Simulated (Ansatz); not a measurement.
Molecule: C₅H₁₁B, net charge 0, singlet state. 
Coordinates optimised at B3LYP-D3(BJ)/def2-TZVP (Ansatz, a first-principles code):
```xyz
17

C      2.3048     0.0343    -0.8497
C      1.4015    -0.6655    -0.1703
C      0.5428    -0.1290     0.9419
B     -0.8727     0.1281     0.2784
C     -1.8282    -1.0750    -0.0385
C     -1.2921     1.6001    -0.0632
H      2.5227     1.0680    -0.6055
H      2.8652    -0.4056    -1.6643
H      1.2164    -1.6964    -0.4591
H      0.4722    -0.8766     1.7390
H      0.9881     0.7797     1.3524
H     -1.4129    -2.0655     0.1549
H     -2.7278    -0.9666     0.5821
H     -2.1902    -1.0399    -1.0708
H     -2.1771     1.6958    -0.6945
H     -0.4675     2.1512    -0.5257
H     -1.4980     2.1259     0.8788
```
Charge 0, spin multiplicity 1.

Basis-set convergence of Hartree-Fock and CCSD(T) correlation energies (hartree) with Ansatz. Cores are frozen in the correlated levels unless marked. Spin-orbit coupling is left out. Non-relativistic.

| basis | functions | E(HF) | E(corr, CCSD(T)) |
|---|---|---|---|
| cc-pVDZ | 139 | -220.43671 | -0.88800 |
| cc-pVTZ | 334 | -220.49754 | -1.06201 |
| cc-pVQZ | 660 | -220.51141 | -1.11264 |

Extrapolating the two largest sets (X = 3 and 4) as X^-3: E(corr) = (64·(-1.11264) - 27·(-1.06201))/37 = -1.1496 Eh, an estimate of the basis-set limit. The largest set recovers 96.8 % of it, the smallest 77.2 %.
